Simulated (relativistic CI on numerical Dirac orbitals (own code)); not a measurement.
# How well does a small relativistic CI reproduce Si3+?

Calculated at this level of theory: Dirac-Coulomb-Breit CI, orbitals from a KLI potential per configuration, QED by a radiative potential, valence Slater integrals scaled by 0.85, P86 correlation estimate, and configurations built on the next ion tied to the tabulated ionisation energy (semi-empirical) (own radial code, finite nucleus).

Configuration list (outside the closed core [Ne]): 3s, 3p, 3d, 4s, 4p, 4d, 4f, 5s, 5p, 5d, 5g, 5f. Levels of other configurations are missing.

| Configuration | Term (tabulated) | J | Measured (cm⁻¹) | Computed | Error | Purity (%) |
| --- | --- | --- | --- | --- | --- | --- |
| 3s | 2S | 1/2 | 0.0 | 0 | 0 | 100 |
| 3p | 2P° | 1/2 | 71287.5 | 73049 | 1762 | 100 |
| 3p | 2P° | 3/2 | 71748.6 | 73492 | 1744 | 100 |
| 3d | 2D | 5/2 | 160374.4 | 161494 | 1120 | 100 |
| 3d | 2D | 3/2 | 160375.6 | 161502 | 1126 | 100 |
| 4s | 2S | 1/2 | 193978.9 | 194522 | 543 | 100 |
| 4p | 2P° | 1/2 | 218266.9 | 218988 | 721 | 100 |
| 4p | 2P° | 3/2 | 218428.7 | 219141 | 712 | 100 |
| 4d | 2D | 5/2 | 250008.0 | 250777 | 769 | 100 |
| 4d | 2D | 3/2 | 250008.1 | 250782 | 774 | 100 |
| 4f | 2F° | 5/2 | 254127.1 | 254317 | 190 | 100 |
| 4f | 2F° | 7/2 | 254129.0 | 254319 | 190 | 100 |
| 5s | 2S | 1/2 | 265418.0 | 265646 | 228 | 100 |
| 5p | 2P° | 1/2 | 276503.7 | 276911 | 407 | 100 |
| 5p | 2P° | 3/2 | 276579.0 | 276981 | 402 | 100 |
| 5d | 2D | 3/2 | 291497.5 | 292061 | 563 | 100 |
| 5d | 2D | 5/2 | 291497.6 | 292057 | 560 | 100 |

Measured levels from NIST levels in Kelleher and Podobedova, J. Phys. Chem. Ref. Data 37, 1285 (2008); pairs were made by configuration, J and term (by order where the table uses no LS term), so strongly mixed levels may be paired wrongly.

Mean error by configuration (cm⁻¹): 3p 1753; 3d 1123; 4s 543; 4p 717; 4d 771; 4f 190; 5s 228; 5p 404; 5d 562. Over the excited levels the mean absolute error is 738 cm⁻¹ (16 of the 16 excited levels that our extract of the source holds in range could be paired), and the median relative error of those above 1,000 cm⁻¹ is 0.29 %.
